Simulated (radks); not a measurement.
Problem. The mean radii <r> (bohr) of the occupied orbitals of an atom or ion are listed with their occupations. Calculated with a radial shooting solver on a logarithmic mesh with Libxc functionals: non-relativistic Kohn-Sham, exchange-only PBE, spin-polarised, spherical densities, point nucleus.

orbital  occ.      <r>
1s down     1  0.09140
1s up       1  0.09140
2s down     1   0.4442
2s up       1   0.4442
2p down     3   0.4042
2p up       3   0.4042
3s up       1    1.331
3s down     1    1.321
4f up       2    3.714

Name the element and its charge. Open shells, if any, are filled with parallel spins first.

Solution. Z = 17, chlorine, charge +3: Cl3+ in [Ne] 3s2 4f2. The 1s radius gives Z: for a bare nucleus <r> = 1.5/Z, 0.08824 bohr for Z = 17, and screening makes it slightly larger (0.09140 here). The occupations add up to 14, and the charge is Z minus that.
